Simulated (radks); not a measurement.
Results of a calculation; reference values are marked as such.
Spherical quantum dot in the effective-mass picture: electrons in a hard-walled sphere of radius 4.03, with a point charge +1 (a donor) at the centre, all in effective atomic units (hartree* = m*/eps^2 hartree, bohr* = eps/m* bohr), one dielectric constant everywhere. Level of theory: non-relativistic Kohn-Sham, exchange-only LDA, spin-polarised, spherical densities (a radial shooting solver with Libxc functionals). Levels are named by radial order and angular momentum (1s, 1p, 1d, 2s, ...), and open shells are averaged over m. Results are scaled to m* = 0.038 and eps = 17.6, for which hartree* = 3.338 meV and bohr* = 24.51 nm. At N = 29 the configuration is 1s2 1p6 1d10 2s(up 1, down 0) 1f(up 7, down 3). Does electron 30 go into 2s down or 1g up or 1f down?

Answer. Into 1f down. The total energies of the other choices lie higher by 0.482 meV (2s down), 1.35 meV (1g up).
